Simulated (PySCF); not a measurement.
# Relaxation of singlet SeOF4

Method: PySCF, B3LYP, basis Se def2-SVP, O def2-SVP, F def2-SVP (no relativity, density fitting). A (50,194) grid was used.

A hand-made square pyramidal (ligand arrangement 1) start, of Cs symmetry, held to at least that symmetry:

Coordinates in bohr (charge 0 multiplicity 1):
```
Se    0.0000   -0.0856   -0.0815
O     0.0000   -3.1171   -0.7259
F     0.0000   -0.0856    3.3200
F     3.3272   -0.0856   -0.7887
F     0.0000    3.2416   -0.7887
F    -3.3272   -0.0856   -0.7887
```

Optimiser trace:
| step | E − E(last) (kJ/mol) | largest gradient (Eh/bohr) |
| --- | --- | --- |
| 0 | 113.87 | 0.06519 |
| 1 | 43.41 | 0.03259 |
| 2 | 30.71 | 0.01161 |
| 3 | 19.49 | 0.01582 |
| 4 | 7.91 | 0.02463 |
| 5 | 2.80 | 0.01045 |
| 6 | 0.20 | 0.00294 |
| 7 | 0.13 | 0.00446 |
| 8 | 0.03 | 0.00080 |
| 9 | 0.01 | 0.00090 |
| 10 | 0.01 | 0.00023 |
| 11 | 0.00 | 0.00010 |

It ends at C2v with Se–F 1.724 Å (×2), Se–F 1.746 Å (×2), Se–O 1.588 Å; F–Se–F 85.3° (×4), F–Se–F 109.4°, F–Se–F 163.7°, F–Se–O 98.1° (×2), F–Se–O 125.3° (×2) (after a last refinement on a finer grid). The frequency run here used a shortcut that can spoil soft modes, so no verdict on minimum or saddle point is given. Other isomers or separated fragments may lie lower.

Final geometry:
```xyz
6
charge 0 multiplicity 1, angstrom
Se    0.0000   -0.1119   -0.0605
O     0.0000   -1.5089   -0.8162
F     0.0000    0.0953    1.6506
F     1.7286    0.1056    0.0571
F     0.0000    1.4337   -0.8235
F    -1.7286    0.1056    0.0571
```
